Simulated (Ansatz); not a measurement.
Basis sets compared for Zn₆O₁₀H₈. Total charge 0; singlet. Geometry PBE-D4/def2-SVP. Ansatz on 2 threads of AMD EPYC 7R13 on a shared host and a share (18 GiB) of an NVIDIA H100 80GB HBM3; times are rough, and most runs start from earlier orbitals.

```tsv
atom	x (Å)	y (Å)	z (Å)
Zn1	1.734	0.652	-0.203
Zn2	-2.123	-0.266	0.964
Zn3	-0.536	-2.118	-0.535
Zn4	0.522	-0.932	1.800
Zn5	-0.776	1.953	-0.147
Zn6	-1.460	-0.232	-1.852
O7	2.091	0.008	-1.935
O8	1.070	2.559	0.062
O9	-0.090	-1.563	-2.376
O10	-0.161	0.014	0.132
O11	2.277	-0.089	1.615
O12	0.428	-2.784	1.015
O13	-1.406	1.701	-2.041
O14	-2.357	1.723	1.001
O15	-2.405	-1.396	-0.562
O16	-1.233	-0.772	2.696
H17	2.960	-0.411	-2.061
H18	1.382	3.204	-0.598
H19	0.786	-1.053	-2.314
H20	2.441	0.635	2.247
H21	1.296	-3.169	0.793
H22	-0.690	1.924	-2.666
H23	-2.231	2.048	1.912
H24	-1.518	-1.634	3.053
```

The 6-31G sets use Cartesian d functions. B3LYP takes the VWN-RPA correlation. Single mean-field runs in def2-TZVP are fitted with def2-universal-jkfit.

Binding counts from free atoms (Zn singlet, O triplet, H doublet) in the same basis, without a counterpoise term.

| level | functions | energy (Eh) | HOMO (eV) | LUMO (eV) | binding per atom (eV) | wall time |
| --- | --- | --- | --- | --- | --- | --- |
| HF/STO-3G | 166 | -11286.6571 | -1.61 | 4.67 | 2.06 | 19 s |
| HF/6-31G | 280 | -11418.6172 | -10.61 | 1.21 | 2.19 | 21 s |
| PBE-D4/def2-SVP | 366 | -11429.4146 | -5.02 | -2.13 | 3.58 | 16 s |
| B3LYP-D4/6-31G | 280 | -11432.2026 | -6.50 | -2.05 | 3.49 | 23 s |
| PBE0-D4/def2-SVP | 366 | -11429.5718 | -6.58 | -1.25 | 3.44 | 19 s |

Q: Estimate the rows for PBE-D4/def2-TZVP, B3LYP-D4/def2-TZVP (with forces), PBE0-D4/def2-TZVP.

A: 
```
                           level  functions  energy (Eh)  HOMO (eV)  LUMO (eV)  binding per atom (eV)  wall time
                PBE-D4/def2-TZVP        646  -11431.8773      -5.56      -2.64                   3.41       22 s
B3LYP-D4/def2-TZVP (with forces)        646  -11434.5781      -6.78      -2.08                   3.27       24 s
               PBE0-D4/def2-TZVP        646  -11431.9736      -7.00      -1.74                   3.30       19 s
```
